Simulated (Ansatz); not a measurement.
Co₄. Total charge 0; multiplicity 9. Geometry relaxed at r2SCAN-D4/def2-SVP.

Cartesian coordinates in Å:
```
Co 0.6199 0.2843 1.8241
Co 1.0269 -0.3632 -0.2899
Co -1.0282 0.3546 0.2915
Co -0.6186 -0.2757 -1.8257
```

The charge 0 multiplicity 9 is spin-contaminated (final ⟨S²⟩ up to 20.85, 20.00 for a pure state). The relaxation made no stability test and no search for a lower SCF solution. The geometry of the multiplicity 9 was relaxed on an unsound state (⟨S²⟩ 20.85, where a pure state has 20.00). The structure comes from a short search, and lower isomers may exist.

(1) Estimate the harmonic wavenumbers at UKS r2SCAN-D4/def2-SVP (Ansatz, unscaled). Is this a minimum?

Answers

(1) 62, 148, 174, 187, 250, 314 cm⁻¹. Yes, no mode is imaginary beyond noise. Zero-point energy 6.8 kJ/mol. Hardware: 4 threads of Arm Neoverse V1 on a shared host. Wall time 5.6 min.
